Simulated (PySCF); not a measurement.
C₅H₈AlN, singlet (GFN2-xTB optimised geometry):

```
15

Al    -0.406    -0.058     0.000
H      1.172    -0.058     0.000
H     -1.086    -1.315    -0.670
H     -1.172     1.315     0.000
C     -0.840    -1.645     4.432
C     -1.425    -0.421     4.145
C     -1.318     0.075     2.857
N     -0.679    -0.582     1.904
C     -0.117    -1.750     2.169
C     -0.171    -2.326     3.424
H     -0.903    -2.063     5.426
H     -1.952     0.135     4.904
H     -1.747     1.021     2.555
H      0.382    -2.208     1.323
H      0.296    -3.280     3.611
```

Calculation: PBE0/def2-TZVP run with PySCF 2.14.0.

**Question.** What are the frontier orbital energies and the dipole moment?

**Answer.** HOMO-2 -8.71 eV, HOMO-1 -7.31 eV, HOMO -7.12 eV, LUMO -2.05 eV, LUMO+1 -1.45 eV; dipole moment 6.92 D.

On the same geometry PBE/def2-TZVP (PySCF 2.14.0) gives HOMO-2 -7.63 eV, HOMO-1 -6.04 eV, HOMO -5.91 eV, LUMO -2.95 eV, LUMO+1 -2.41 eV; dipole moment 6.77 D.

Meta-Löwdin charges at PBE0/def2-TZVP: Al1 0.23, H2 -0.18, H3 -0.18, H4 -0.18, C5 -0.07, C6 -0.13, C7 0.02, N8 -0.14, C9 0.04, C10 -0.13, H11 0.14, H12 0.14, H13 0.15, H14 0.15, H15 0.14.
